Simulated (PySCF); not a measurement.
**BAs at r²SCAN**

Computed with r²SCAN; B def2-TZVPPD, As def2-TZVPPD; no relativity (PySCF 2.14).

| Quantity | Value |
| --- | --- |
| state | ³Π (triplet), unpaired electrons σ ↑, π ↑ |
| bond length | 1.847 Å |
| harmonic wavenumber | 825 cm⁻¹ |
| force constant | 3.85 mdyn/Å |
| rotational constant Be | 0.5148 cm⁻¹ |
| anharmonicity ωexe | 4.67 cm⁻¹ |
| vibration–rotation constant αe | 0.00378 cm⁻¹ |
| well depth De to B + As | 76.8 kcal/mol |
| dissociation energy D0 | 75.6 kcal/mol |
| bond order (Mayer) | 2.07 |
| dipole moment (positive dipole means B(−)As(+)) | 0.01 D |

Spin–orbit coupling is left out. The state was picked by a PBE0 search and need not be the measured ground state.
